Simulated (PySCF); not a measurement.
## Frontier levels across methods

Species: CH8B3NS.
Z-matrix (Å and degrees, PBE0-D3(BJ)/def2-SVP geometry), rows numbered from 1:
```
B 
N   1  1.4382
B   2  1.4391  1  119.22
B   2  1.4582  1  118.82  3   179.96
S   4  1.7853  2  121.91  1   178.51
C   5  1.8174  4  101.78  2  -179.91
H   1  1.2065  2  118.98  3    -0.09
H   1  1.2076  2  119.73  3   179.88
H   3  1.2073  2  119.79  1  -179.59
H   3  1.2063  2  119.34  1     0.53
H   4  1.2069  2  119.55  1    -1.39
H   6  1.0979  5  107.00  4  -177.52
H   6  1.0974  5  110.91  4    63.71
H   6  1.0976  5  110.95  4   -58.71
```

Basis pcSseg-1 throughout (PySCF), one geometry. One conformer (not necessarily the lowest) at the PBE0-D3(BJ)/def2-SVP geometry, without solvent, vibrations or thermal averaging.

Task: How do the orbital energies, the gap and the dipole change with the method?

Result: 
```tsv
method	kind	HOMO (eV)	LUMO (eV)	gap (eV)	μ (D)	SCF cycles
BLYP	GGA	-6.24	-2.31	3.92	1.85	14
B97-D	GGA	-6.36	-2.25	4.10	1.82	14
OPBE	GGA	-6.43	-2.32	4.11	1.89	15
PBE	GGA	-6.44	-2.50	3.94	1.91	14
KT3	GGA	-6.46	-2.35	4.11	1.79	14
KT2	GGA	-6.48	-2.47	4.01	1.85	14
BP86	GGA	-6.53	-2.55	3.98	1.89	14
LDA	LDA	-6.59	-2.81	3.78	2.00	14
B3LYP	global hybrid	-7.28	-1.67	5.60	1.76	14
B97-2	global hybrid	-7.28	-1.43	5.85	1.76	13
PBE0	global hybrid	-7.53	-1.48	6.06	1.79	13
mPW1PW91	global hybrid	-7.55	-1.46	6.10	1.78	12
BHandHLYP	global hybrid	-8.47	-0.36	8.11	1.67	12
CAM-B3LYP	range-separated hybrid	-8.77	-0.34	8.43	1.72	12
wB97X-D	range-separated hybrid	-9.34	0.45	9.79	1.72	13
HF	Hartree–Fock	-10.02	2.24	12.26	1.63	11
LC-wPBE	range-separated hybrid	-10.16	0.83	10.99	1.73	13
```

The HOMO spans 3.92 eV, from BLYP down to LC-wPBE, and the gap runs from 3.78 eV (LDA) to 12.26 eV (HF). Over the methods BLYP (0 %), B97-D (0 %), OPBE (0 %), PBE (0 %), KT3 (0 %), KT2 (0 %), BP86 (0 %), LDA (0 %), B3LYP (20 %), B97-2 (21 %), PBE0 (25 %), mPW1PW91 (25 %), BHandHLYP (50 %), HF (100 %), a straight line through the gap against the share of exact exchange rises by 0.83 eV for each 10 % (correlation coefficient 0.999). The dipole ranges from 1.63 D (HF) to 2.00 D (LDA). This basis has no diffuse functions.
